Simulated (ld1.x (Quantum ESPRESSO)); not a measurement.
# Reading a pseudo-wave (beryllium (Be))

Columns: radius, all-electron u(r) and pseudo u(r) of the 2p shell (level -2.02 eV) of beryllium in the configuration [He] 2s2 2p0; PBE, non-relativistic, TM scheme, ld1.x (Quantum ESPRESSO) 7.5.

| r (bohr) | all-electron | pseudo |
| --- | --- | --- |
| 0.145 | 0.0243 | 0.0098 |
| 0.290 | 0.0758 | 0.0385 |
| 0.435 | 0.1365 | 0.0835 |
| 0.580 | 0.1977 | 0.1409 |
| 0.725 | 0.2555 | 0.2057 |
| 0.870 | 0.3078 | 0.2727 |
| 1.015 | 0.3538 | 0.3367 |
| 1.160 | 0.3942 | 0.3937 |
| 1.305 | 0.4300 | 0.4409 |
| 1.450 | 0.4602 | 0.4773 |
| 1.595 | 0.4846 | 0.5034 |
| 1.740 | 0.5036 | 0.5203 |
| 1.885 | 0.5174 | 0.5302 |
| 2.030 | 0.5265 | 0.5349 |
| 2.175 | 0.5314 | 0.5359 |
| 2.320 | 0.5324 | 0.5344 |
| 2.465 | 0.5302 | 0.5308 |
| 2.610 | 0.5252 | 0.5253 |
| 2.755 | 0.5178 | 0.5178 |
| 2.900 | 0.5084 | 0.5084 |
| 3.045 | 0.4975 | 0.4975 |
| 3.190 | 0.4852 | 0.4852 |
| 3.335 | 0.4719 | 0.4719 |
| 3.480 | 0.4579 | 0.4579 |
| 3.625 | 0.4435 | 0.4435 |
| 3.770 | 0.4287 | 0.4287 |

(1) How many radial nodes do the two functions have?

(2) At about which radius was the pseudo-wave matched?

(3) Is the pseudo-wave norm-conserving?

## Answers

(1) The all-electron 2p function has n − l − 1 = 0; the pseudo-wave has 0.

(2) 2.90 bohr. The columns agree to 0.0005 from 2.61 bohr on; several derivatives are matched, so the curves merge somewhat inside the radius.

(3) Yes: the TM scheme keeps the norm inside the radius equal to the all-electron one, which fixes the energy derivative of the logarithmic derivative at the level.
